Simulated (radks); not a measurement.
The numbers below are computed, except where a source is named.
Question: The table gives one normalised radial function P(r) = r R(r) of Ge3+ in [Ar] 3d10 7d1 (r in bohr). Code: a radial shooting solver on a logarithmic mesh with Libxc functionals. Model: scalar-relativistic Kohn-Sham, PBE, spin-unpolarised, spherical densities, finite nucleus; Fermi nuclear charge, rms radius 4.0742 fm.

r,P
0.009176,0.0288
0.01264,0.0508
0.01754,0.0892
0.02416,0.1504
0.03327,0.2440
0.04581,0.3746
0.0636,0.5360
0.08758,0.6758
0.1206,0.7073
0.1661,0.5101
0.2287,0.0166
0.3175,-0.6808
0.4373,-1.2244
0.6022,-1.3189
0.8293,-0.9725
1.151,-0.4813
1.585,-0.1547
2.183,-0.0280
3.007,-0.0023
4.14,-0.0001
5.748,0.0000
7.915,0.0000
10.9,0.0000
15.01,0.0000
20.84,0.0000
28.7,0.0000
39.52,0.0000

Which n and l does it have? It may be an empty orbital.

Answer: n = 3, l = 1: the number of nodes gives n - l - 1 = 1, the rise at small r (about r^(l+1)) gives l, and the extent must fit the shell. The curve is that of 3p. 3p: eigenvalue -161.94 eV, 1 radial node at r = 0.231 bohr, <r> = 0.646 bohr, 90 % of the charge inside 0.992 bohr.
